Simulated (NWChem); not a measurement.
System: InH, singlet; SMILES [InH]

```xyz
2

In     0.0000     0.0000     0.0373
H      0.0000     0.0000    -1.8260
```
Atoms are numbered in this order, from 1.

Computed with NWChem. Low-valent species are run as closed-shell singlets; no triplet was tried in these runs. The geometry was optimised at PBE0/def2-SVP. def2 effective core potentials on In; no spin-orbit coupling.

Q: Estimate the computed values for PBE/def2-SVP. Quantities: highest occupied level (eV); orbital gap (eV); dipole (D).

A: 
- highest occupied level (eV) = -4.73
- orbital gap (eV) = 2.33
- dipole (D) = 0.67
